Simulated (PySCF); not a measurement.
A structure optimised at r2SCAN-D4/def2-SVP, used in a PySCF frequency run:

```xyz
7

In    -0.0040    -0.6685     0.0000
O     -1.7211    -1.6989     0.0000
H     -1.5715    -2.6550     0.0000
O      1.8000    -1.5453     0.0000
H      1.7397    -2.5111     0.0000
Se    -0.0593     1.8246     0.0000
H      1.4139     1.8390     0.0000
```
Charge 0, spin multiplicity 1.

Question: Write its SMILES, formula and point group.

Answer: [OH][In]([OH])[SeH], H₃InO₂Se, Cs

Question: What are its rotational constants (standard atomic weights)?

Answer: 4.7229, 1.2182, 0.96841 GHz
